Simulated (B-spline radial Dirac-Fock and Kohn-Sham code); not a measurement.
**Form factor and incoherent scattering function of Pb⁵⁶⁺**

System: lead as Pb⁵⁶⁺ in the configuration [Ar] 3d8.

Model: relativistic Hartree-Fock (Dirac-Fock) wave functions, averaged over the configuration. Program: a radial finite-basis atomic code. f₀ is the Fourier transform of the spherical electron density, S the Waller-Hartree incoherent function, and s = sin θ/λ. The electron scattering factor follows from the Mott-Bethe formula f_e = 0.023934 Å⁻¹·(Z − f₀)/s².

```tsv
s (Å⁻¹)	f₀	S	f_e (Å)
0	26.000	0.000	–
0.05	25.990	0.008	536.213
0.1	25.962	0.033	134.122
0.15	25.914	0.074	59.660
0.2	25.848	0.132	33.599
0.25	25.763	0.205	21.536
0.3	25.660	0.294	14.983
0.35	25.538	0.399	11.032
0.4	25.399	0.518	8.467
0.45	25.242	0.652	6.708
0.5	25.069	0.800	5.450
0.6	24.674	1.137	3.811
0.7	24.218	1.522	2.822
0.8	23.707	1.952	2.180
0.9	23.145	2.420	1.739
1	22.540	2.921	1.423
1.1	21.896	3.448	1.189
1.2	21.221	3.996	1.010
1.4	19.802	5.134	0.760
1.6	18.334	6.293	0.595
1.8	16.863	7.441	0.481
2	15.428	8.551	0.398
2.5	12.200	11.072	0.267
3	9.678	13.172	0.192
3.5	7.884	14.891	0.145
4	6.682	16.309	0.113
5	5.329	18.511	0.073
6	4.519	20.144	0.052
```

f₀ starts at the number of electrons, 26, and has fallen to half at s ≈ 2.38 Å⁻¹. The sum of ⟨r²⟩ over the electrons is 0.5179 bohr². For an ion f_e diverges as s goes to zero, because of the net charge.

Values without a named source are computed, but for edge energies of neutral atoms, which are taken from tables.
